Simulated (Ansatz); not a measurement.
Molecule: sum formula SiN3H6, net charge 0, doublet state. It need not be the lowest isomer of its formula. 
Structure (B3LYP-D3(BJ)/def2-TZVP (Ansatz, a program for electronic structure) minimum search):
SMILES: [NH][SiH](N)N
```xyz
10

Si    -0.1049     0.0798     0.3409
N     -0.4900     1.5868    -0.4643
N     -0.9460    -1.2194    -0.4079
N      1.5728    -0.2762     0.2385
H     -0.3743     0.2975     1.7789
H     -0.6190     1.4989    -1.4758
H     -0.8483    -2.1587    -0.0523
H     -1.8675    -1.0729    -0.7897
H      2.2280     0.1814     0.8534
H      1.9920    -0.5012    -0.6512
```
Charge 0, spin multiplicity 2.

Quantity: atomisation energy (electronic, to ground-state atoms), in kcal/mol. Cores are frozen in the correlated levels unless marked. UHF or UKS for open shells. Spin-orbit coupling is left out. No relativistic terms. The coupled-cluster limit lacks core correlation, which all-electron functionals hold. CBS(X,Y): correlation extrapolated as X^-3; Hartree-Fock from the larger set.

```tsv
level	program	atomisation energy (kcal/mol)
HF/cc-pV(D+d)Z	Ansatz	506.8
HF/cc-pV(Q+d)Z	Ansatz	536.6
PBE-D4/def2-TZVPD	Ansatz + dftd4	813.0
PBE0/def2-TZVPD	Ansatz	789.6
CAM-B3LYP-D4/def2-TZVPD	Ansatz + dftd4	807.0
B2GP-PLYP/def2-TZVPD	Ansatz	782.1
B2PLYP-D4/def2-TZVPD	Ansatz + dftd4	790.0
```

Q: Estimate the value at CCSD(T)/CBS(aug-cc-pV(T+d)Z,aug-cc-pV(Q+d)Z) as computed with Ansatz.

A: 797.8 kcal/mol, so B2PLYP-D4/def2-TZVPD differs from it by -7.8 kcal/mol.
